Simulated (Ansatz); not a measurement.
System: C₂H₇O₂Si, net charge -1, singlet state. It need not be the lowest isomer of its formula. Whether it binds its extra electron was not tested at this geometry. 
Geometry from a B3LYP-D3(BJ)/def2-TZVP (Ansatz, a first-principles code) optimisation:
```xyz
12

Si     0.1280    -0.0341    -0.0158
C      1.5723    -1.0135     0.1014
C     -1.3196    -0.9245    -0.8676
O     -0.5174     0.4899     1.4932
O      0.2185     1.5022    -0.7503
H      2.5595    -0.5999     0.2917
H      1.5807    -2.0264    -0.2929
H     -1.1769    -0.9633    -1.9506
H     -2.2647    -0.4103    -0.6663
H     -1.4096    -1.9510    -0.5001
H     -0.0431    -0.0341     2.1473
H     -0.1628     2.1538    -0.1546
```
Charge -1, spin multiplicity 1.

Basis-set convergence of Hartree-Fock and MP2 correlation energies (hartree) with Ansatz. Cores are frozen in the correlated levels unless marked. No spin-orbit coupling. No relativistic terms. This anion needs diffuse functions, which these sets lack.

| basis | functions | E(HF) | E(corr, MP2) |
|---|---|---|---|
| cc-pV(D+d)Z | 114 | -518.53752 | -0.77273 |
| cc-pV(T+d)Z | 257 | … | … |

Problem. Some entries are withheld; supply them.

Solution. 
- cc-pV(T+d)Z, E(HF): -518.64627
- cc-pV(T+d)Z, E(corr, MP2): -0.97996
